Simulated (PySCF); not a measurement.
Delta-SCF ions had no search for a lower state. Excitations are Tamm–Dancoff values on a coarser integration grid. The basis has no diffuse functions, so Rydberg states are missing or too high.

Cartesian coordinates (Å):
```xyz
17

F     -3.7889     2.1431     0.4233
Ge    -3.2068     0.8492    -0.6349
Ge    -2.0112    -0.7726     0.7396
Ge    -1.1740    -2.6233    -0.6186
Ge     0.0563    -4.2179     0.7649
Ge     0.8420    -6.1050    -0.5657
F      1.7321    -7.1988     0.5041
H     -4.4703     0.2460    -1.3099
H     -2.2893     1.5347    -1.6857
H     -2.9636    -1.3337     1.8293
H     -0.8156    -0.0763     1.4435
H     -2.3657    -3.3416    -1.3130
H     -0.2428    -2.0745    -1.7366
H     -0.8729    -4.7319     1.8971
H      1.2686    -3.4974     1.4136
H      1.8444    -5.6799    -1.6749
H     -0.3238    -6.9427    -1.1618
```
Charge 0, multiplicity 1.

Question: Estimate the total energy, S1–T1 gap (TDA) and vertical ionisation energy (Delta-SCF) that PBE-D3(BJ)/def2-TZVP // PBE-D3(BJ)/def2-SVP in PySCF 2.14.0 returns for this input.

Answer: 
```
Item                                             Value
--------------------------------------  --------------
total energy                            -10589.1444 Ha
S1–T1 gap (TDA)                                0.74 eV
vertical ionisation energy (Delta-SCF)         8.76 eV
```
